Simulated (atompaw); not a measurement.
# Building the PAW (atompaw) potential for P (PBE, scalar-relativistic).

* Element: phosphorus
* Generator: atompaw 4.2.0.5
* Type: PAW
* Functional: PBE
* Relativity: scalar-relativistic
* Frozen core: [Ne]
* Valence charge: 5
* Reference configuration: 3s2 3p1 (charge +2)
* Partial waves: 3s (bound): rc 1.70 bohr; 3s channel at -0.75 Ry: rc 1.70 bohr; 3p (bound): rc 1.70 bohr; 3p channel at -1.15 Ry: rc 1.70 bohr; 3d channel at 0.05 Ry: rc 1.70 bohr; 3d channel at 0.7 Ry: rc 1.70 bohr
* Local potential: bessel scheme, radius 1.20 bohr
* Core correction: smooth core density matched at 1.05 bohr
* Augmentation charge: sinc compensation charge, radius 1.70 bohr; PAW radius 1.70 bohr; waves and projectors: custom rrkj vanderbiltortho

All-electron outer shells of the reference configuration (PBE, scalar-relativistic, ld1.x):

```
shell  level (eV)  outermost node (bohr)  outermost maximum (bohr)
   3s      -33.96                   0.65                      1.52
   3p      -24.28                   0.63                      1.68
```

What the tests gave:

| Property | Result |
| --- | --- |
| Cutoffs needed | 12 Ry and 21 Ry (the cutoffs (Ry, on a coarse ladder) from which the occupation-weighted sum of valence levels, in a spherical-Bessel basis at the reference potential, stays within 10 and 1 mRy of its value at 400 Ry) |
| Ghost test | no extra level below or beside the all-electron valence levels (s, p, d, f tested) (spherical-Bessel basis up to 400 Ry, 20 bohr box) |
| Lowest eigenvalue of the overlap operator | 0.45 (s channel) |
| Overlap eigenvalues printed by atompaw (projector basis) | 0.167, 0.526, 0.696, 107, 661, 1.66e+03 |
| Share of each valence orbital outside the PAW sphere | 3s 48 %, 3p 60 % |

Generation and tests took about 0.93 s on one core of a shared server CPU.
